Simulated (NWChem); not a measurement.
**Basis-set convergence for I2Sn**

```xyz
3

Sn     0.0000     0.0000     1.1880
I     -2.1161     0.0000    -0.5604
I      2.1161     0.0000    -0.5604
```
Charge 0, spin multiplicity 1.

The numbers come from NWChem runs, not from measurements. The geometry was optimised at PBE0/def2-SVP with def2 effective core potentials on Sn, I, a minimum by its harmonic frequencies.

Quantity: first vertical ionisation energy at the level G0W0@PBE.

Effective core potentials replace the inner electrons of Sn, I; spin-orbit coupling is left out. GW and range-separated runs recompute their integrals, the others keep them in memory, which bears on the times. The structure started from a generated list of species.

Costs are rough ratios of processor time within this set of runs, SCF included, with def2-SVP as 1.

### Question
In def2-QZVP the value is 8.69 eV. Among def2-SVP, def2-SVPD, def2-TZVPP, def2-TZVP, def2-TZVPD, which is the smallest basis within 0.2 eV of it?

### Answer
No smaller set comes that close. def2-QZVP isn't the basis-set limit itself, and a small set can land close by cancellation.

```json
[
 {"basis": "def2-SVP", "functions": "78", "first vertical ionisation energy (eV)": "8.07", "relative cost": "1"},
 {"basis": "def2-SVPD", "functions": "102", "first vertical ionisation energy (eV)": "8.11", "relative cost": "under 3"},
 {"basis": "def2-TZVPP", "functions": "150", "first vertical ionisation energy (eV)": "8.45", "relative cost": "8"},
 {"basis": "def2-TZVP", "functions": "150", "first vertical ionisation energy (eV)": "8.45", "relative cost": "8"},
 {"basis": "def2-TZVPD", "functions": "174", "first vertical ionisation energy (eV)": "8.45", "relative cost": "9"},
 {"basis": "def2-QZVP", "functions": "246", "first vertical ionisation energy (eV)": "8.69", "relative cost": "40"}
]
```
